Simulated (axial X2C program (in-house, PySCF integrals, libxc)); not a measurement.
**TiCl: nuclear properties from DFT to coupled cluster**

Calculated with an axial X2C code built on PySCF integrals: two-component X2C with atomic mean-field Coulomb and Gaunt terms, Gaussian nuclei, basis Ti dyall-acv3z, Cl dyall-av3z with contracted cores.

R = 2.256 Å (near the PBE0 minimum at charge 0 of the determinant lowest at the starting distance; the state shown can have its own minimum elsewhere); state Ω = 3/2 (⟨Sz⟩ = -1.50, ⟨Lz⟩ = 3.00 at PBE0).

```json
{"level": "PBE0", "Eeff magnitude (GV/cm)": "0.288", "Ws magnitude Ti (kHz)": "0.0768", "A∥/gI Ti (MHz)": "-103", "qzz Ti (a.u.)": "-0.50", "A∥/gI Cl (MHz)": "21.8", "μ (D)": "-3.91"}
{"level": "HF", "Eeff magnitude (GV/cm)": "0.507", "Ws magnitude Ti (kHz)": "0.13", "A∥/gI Ti (MHz)": "-28.7", "qzz Ti (a.u.)": "-0.77", "A∥/gI Cl (MHz)": "4.89", "μ (D)": "-3.24"}
{"level": "B3LYP", "Eeff magnitude (GV/cm)": "0.3", "Ws magnitude Ti (kHz)": "0.0787", "A∥/gI Ti (MHz)": "-128", "qzz Ti (a.u.)": "-0.48", "A∥/gI Cl (MHz)": "20.4", "μ (D)": "-3.88"}
```

Eeff is the effective electric field on the electron electric dipole moment in this Ω state and Ws the scalar–pseudoscalar constant of the nucleus named (defined with the proton number Z and per Ω); A∥ (defined per Ω) follows by multiplying with gI = μI/(I μN); qzz is the electric field gradient, eQq0 = 234.96 MHz × Q/barn × qzz; μ is positive if the Cl end (last atom) is positive. The operators were transformed with the bare-nucleus X2C matrices; with these basis sets, hyperfine constants and field gradients can be off by tens of per cent, and where levels differ in sign neither size nor sign is settled.

Finite-field MP2, CCSD and CCSD(T), with 19 electrons correlated in 130 natural virtual spinors (MP2 remainder added):

```csv
level,Eeff magnitude (GV/cm),Ws magnitude Ti (kHz),A∥/gI Ti (MHz),qzz Ti (a.u.),A∥/gI Cl (MHz),μ (D)
MP2,0.488,0.124,-147,-0.58,5.43,-3.76
CCSD,0.448,0.114,-129,-0.60,7.54,-3.78
CCSD(T),0.442,0.112,-135,-0.57,7.96,-3.72
```

T1 = 0.029 (Lee–Taylor). One unrestricted determinant, the lowest of a limited PBE0 search, is the reference; the functionals treat spin collinearly. With several open shells it need not be a pure state. Correlation of the inner shells is missing, which matters for properties at the nucleus. Number of frozen shells: Ti 2 s, 1 p; Cl 2 s, 1 p.

Question: By how much does correlation change each value, CCSD(T) against HF?

Answer: Eeff magnitude -13 %; Ws magnitude Ti -14 %; A∥/gI Ti 370 %; qzz Ti -26 %; A∥/gI Cl 63 %; μ 15 %.
